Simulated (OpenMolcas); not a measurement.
OpenMolcas run: B II

Input:

```
&GATEWAY
Coord
1

B 0.0 0.0 0.0
Basis=ANO-R1
Group=XYZ
NoMove
AngMom=0.0 0.0 0.0
AMFI
&SEWARD
&RASSCF
FileOrb=start.orb
Symmetry=1
Spin=3
nActEl=2 0 0
Inactive=1 0
Ras2=1 3
CIRoot=3 3 1
SDav=3
CIMx=300
Iter=120 100
PrWF=0.3
OrbListing=Nothing
MaxOrb=0
Atom
>>> COPY $Project.JobIph JOB001
&RASSCF
FileOrb=start.orb
Symmetry=1
Spin=1
nActEl=2 0 0
Inactive=1 0
Ras2=1 3
CIRoot=7 7 1
SDav=7
CIMx=300
Iter=120 100
PrWF=0.3
OrbListing=Nothing
MaxOrb=0
Atom
>>> COPY $Project.JobIph JOB002
&RASSCF
FileOrb=start.orb
Symmetry=2
Spin=3
nActEl=2 0 0
Inactive=1 0
Ras2=1 3
CIRoot=3 3 1
SDav=3
CIMx=300
Iter=120 100
PrWF=0.3
OrbListing=Nothing
MaxOrb=0
Atom
>>> COPY $Project.JobIph JOB003
&RASSCF
FileOrb=start.orb
Symmetry=2
Spin=1
nActEl=2 0 0
Inactive=1 0
Ras2=1 3
CIRoot=3 3 1
SDav=3
CIMx=300
Iter=120 100
PrWF=0.3
OrbListing=Nothing
MaxOrb=0
Atom
>>> COPY $Project.JobIph JOB004
&RASSI
NrOfJobIphs=4 3 7 3 3
1 2 3
1 2 3 4 5 6 7
1 2 3
1 2 3
IphNames
JOB001
JOB002
JOB003
JOB004
EJob
SpinOrbit
DIPRint=1.0
SOCoupling=1000.0
Subsets=2
MEES
Property=10
'ANGMOM' 1 'ANGMOM' 2 'ANGMOM' 3 'MLTPL  1' 1 'MLTPL  1' 2 'MLTPL  1' 3
'AMFI' 1 'AMFI' 2 'AMFI' 3 'MLTPL  2' 6
SOProperty=3
'ANGMOM' 1 'ANGMOM' 2 'ANGMOM' 3
```

Launched by
```bash
OMP_NUM_THREADS=1 MOLCAS_MEM=1689 MOLCAS_PROJECT=a pymolcas a.inp > a.log  # once for each step of the input, in one work folder
```

A driver script runs the steps one by one and writes start.orb anew before each from the orbitals found so far.

Output, cut to the results:

```
--- SEWARD ---
Basis set label: B.ANO-R...3S2P1D.

      Electronic valence basis set:
      ------------------
      Associated Effective Charge   5.000000 au
      Associated Actual Charge      5.000000 au
      Nuclear Model: Finite nucleus - Gaussian distribution
        Gaussian exponent, Xi/bohr**(-2):  7.11787E+08

      Shell  nPrim  nBasis  Cartesian Spherical Contaminant
         s      12       3        X
         p       7       2        X
         d       3       1                 X
                  Relativistic X2C integrals
                  Atomic mean-field integrals
--- RASSCF ---
Wave function specifications:
      -----------------------------

      Number of closed shell electrons           2
      Number of electrons in active shells       2
      Max number of holes in RAS1 space          0
      Max nr of electrons in RAS3 space          0
      Number of inactive orbitals                1
      Number of active orbitals                  4
      Number of secondary orbitals               9
      Spin quantum number                      1.0
      State symmetry                             1
Orbital specifications:
      -----------------------

      Symmetry species                           1   2
                                                ag  au
      Frozen orbitals                            0   0
      Inactive orbitals                          1   0
      Active orbitals                            1   3
      RAS1 orbitals                              0   0
      RAS2 orbitals                              1   3
      RAS3 orbitals                              0   0
      Secondary orbitals                         6   3
      Deleted orbitals                           0   0
      Number of basis functions                  8   6
      Number of CSFs                             3
      Number of root(s) required                 3
      Iter CI   SX   CI       RASSCF       Energy    max ROT     max BLB   max BLB  Level Ln srch  Step   QN
          iter iter root      energy       change     param      element    value   shift minimum  type update
 Nr of preliminary CI iterations:   1
 ###############################################################################
 ###############################################################################
 ###                                                                         ###
 ###                                                                         ###
 ###    WARNING: Problems in orbital optimization.                           ###
 ###                                                                         ###
 ###                                                                         ###
 ###############################################################################
 ###############################################################################
  Warning: In symmetry  1, orbital p=   2 has diagonal density matrix element D(p,p) close to zero. D(p,p)=  0.000000E+00
        1   1    2    0   -23.83850496    0.00E+00   2.58E-08    1   2 1 -4.26E-07   0.50   0.00    SX    NO
        ...
 ###############################################################################
 ###############################################################################
  Warning: In symmetry  1, orbital p=   2 has diagonal density matrix element D(p,p) close to zero. D(p,p)=  0.000000E+00
        4   1    1    0   -23.83850496    0.00E+00   0.00E+00    1   2 1 -5.80E-08   0.50   0.00    SX    NO
      Convergence after  4 iterations
        5   1    1    0   -23.83850496    7.11E-15   0.00E+00    1   2 1 -5.80E-08   0.50   0.00    SX    NO
      Natural orbitals and occupation numbers for root  1
      sym 1:   0.000000
      sym 2:   1.000000   0.000000   1.000000
      Natural orbitals and occupation numbers for root  2
      sym 1:   0.000000
      sym 2:   0.000000   1.000000   1.000000
      Natural orbitals and occupation numbers for root  3
      sym 1:   0.000000
      sym 2:   1.000000   1.000000   0.000000
::    RASSCF root number  1 Total energy:    -23.83850496
::    RASSCF root number  2 Total energy:    -23.83850496
::    RASSCF root number  3 Total energy:    -23.83850496
--- RASSCF ---
Wave function specifications:
      -----------------------------

      Number of closed shell electrons           2
      Number of electrons in active shells       2
      Max number of holes in RAS1 space          0
...
--- RASSI ---
SPIN-FREE ENERGIES:
  (Shifted by EMIN (a.u.) =        -24.2983727844)

 SF State       Relative EMIN(au)   Rel lowest level(eV)    D:o, cm**(-1)      L_eff

     4             0.0000000000        0.0000000000              0.0000         0.0
    11             0.1730197280        4.7081066476          37973.4410         1.0
    12             0.1730197280        4.7081066476          37973.4410         1.0
    13             0.1730197280        4.7081066476          37973.4410         1.0
    14             0.3816715144       10.3858109963          83767.2149         1.0
    15             0.3816715144       10.3858109963          83767.2149         1.0
    16             0.3816715144       10.3858109963          83767.2149         1.0
     2             0.4598678207       12.5136408905         100929.3204         1.0
     3             0.4598678207       12.5136408905         100929.3204         1.0
     1             0.4598678207       12.5136408905         100929.3204         1.0
     8             0.5156121344       14.0305209432         113163.7831         2.0
     9             0.5156121344       14.0305209432         113163.7831         2.0
     5             0.5156121344       14.0305209432         113163.7831         2.0
     6             0.5156121344       14.0305209432         113163.7831         2.0
     7             0.5156121344       14.0305209432         113163.7831         2.0
    10             0.6518511306       17.7377728890         143064.7866         0.0
     Dipole printing threshold changed to   1.00000000E+00

++ Dipole transition strengths (spin-free states):
   -----------------------------------------------
     for osc. strength at least  1.00000000E+00

  ( Max oscillator strength is only   0.36648915160825613      )
--
Eigenvalues of complex Hamiltonian:
   -----------------------------------
  (Shifted by EMIN (a.u.) =        -24.2983727844)

...
```

Levels above the lowest, from the spin-orbit matrix, grouped by J:

| Configuration | Term | J | E (cm-1) | Measured (cm-1) | Term weight % |
| --- | --- | --- | --- | --- | --- |
| 2s2 | 1S | 0 | 0.0 | 0.0 | 100 |
| 2s 2p | 3P* | 0 | 37960 | 37336 | 100 |
| 2s 2p | 3P* | 1 | 37967 | 37342 | 100 |
| 2s 2p | 3P* | 2 | 37980 | 37358 | 100 |
| 2s 2p | 1P* | 1 | 83767 | 73397 | 100 |
| 2p2 | 3P | 0 | 100916 | 98911 | 100 |
| 2p2 | 3P | 1 | 100923 | 98920 | 100 |
| 2p2 | 3P | 2 | 100936 | 98933 | 100 |
| 2p2 | 1D | 2 | 113164 | 102363 | 100 |
| 2p2 | 1S | 0 | 143065 | 127661 | 100 |

Against the 9 measured excited levels shown (NIST Handbook of Basic Atomic Spectroscopic Data) the mean absolute deviation is 4900 cm-1; the largest miss in energy is 2p2 1S0: computed 143065, measured 127661 cm-1 (+12.1 %).

Without dynamic correlation excited terms often stand tens of per cent too high (terms of higher spin than the ground term too low), and those without a measured partner can miss by more than the paired ones. Measured partners are found by configuration, term and J. A level has none where our copy of the source lacks it or the pairing is in doubt (some pairs that miss far off the trend of their configuration count as doubtful), and it then counts in no deviation. Levels of configurations outside the active space are missing.

The term weight is that of the spin-free term in the level, not the purity of its configuration. * marks odd parity.
